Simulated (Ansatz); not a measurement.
Si₇H₇⁻. Total charge -1; triplet. Geometry r2SCAN-D4/def2-SVPD, that of the charge -1 singlet; atoms count from 1.

```xyz
14

Si   -1.738    0.481   -2.588
Si    1.080    0.901    2.145
Si    0.501    0.489   -1.670
Si    1.433   -1.201    1.724
Si   -0.199    1.573    0.316
Si    0.194   -1.389   -0.262
Si   -1.790   -0.091   -0.242
H    -1.672   -0.986   -3.065
H     0.165   -2.762   -0.875
H     1.610    1.733    3.273
H    -0.577    3.030    0.302
H     2.138   -2.178    2.621
H    -2.967   -0.410    0.653
H     1.822    0.809   -2.333
```

The structure comes from a short search, and lower isomers may exist.

Q: Estimate the Mulliken populations from the PBE0/def2-SVP orbitals of Ansatz.

A: 
```tsv
atom	charge (e)	spin (α − β)
Si1	-0.11	0.04
Si2	-0.06	1.00
Si3	-0.08	0.12
Si4	-0.07	1.01
Si5	-0.05	-0.10
Si6	-0.06	-0.10
Si7	-0.08	0.13
H8	-0.11	-0.01
H9	-0.05	0.00
H10	-0.05	-0.06
H11	-0.06	0.00
H12	-0.06	-0.05
H13	-0.08	0.00
H14	-0.08	0.00
```
Mulliken values depend strongly on the basis.

Q: Where does the spin sit?

A: Summed by element: Si 2.12, H -0.12, of 2 unpaired in all. Largest on single atoms: Si4 1.01, Si2 1.00, Si7 0.13.

Q: And the Mayer bond orders between heavy atoms (over 0.3)?

A: Si1–Si3 0.77 (2.42 Å); Si1–Si7 0.77 (2.41 Å); Si2–Si4 0.94 (2.17 Å); Si2–Si5 0.97 (2.33 Å); Si3–Si5 0.83 (2.37 Å); Si3–Si6 0.81 (2.37 Å); Si4–Si6 0.91 (2.35 Å); Si5–Si7 0.83 (2.37 Å); Si6–Si7 0.80 (2.37 Å).
